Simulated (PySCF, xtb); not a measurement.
Al(F)(NCO)(OMe) (C2H3AlFNO2), SMILES C[O][Al]([F])[N]=C=O.

GFN2-xTB (xtb) at its own geometry gives an orbital gap of 4.17 eV and a dipole moment of 3.10 D.

The structure is a stationary point at B3LYP-D3(BJ)/def2-SVP. One conformer was computed; it need not be the lowest.

Problem. What does PBE0/def2-TZVP run with PySCF give? (The exact figures need the calculation; the answer reports its results.)

Solution. gap 7.85 eV (levels -8.67 and -0.82 eV), dipole 2.27 D.
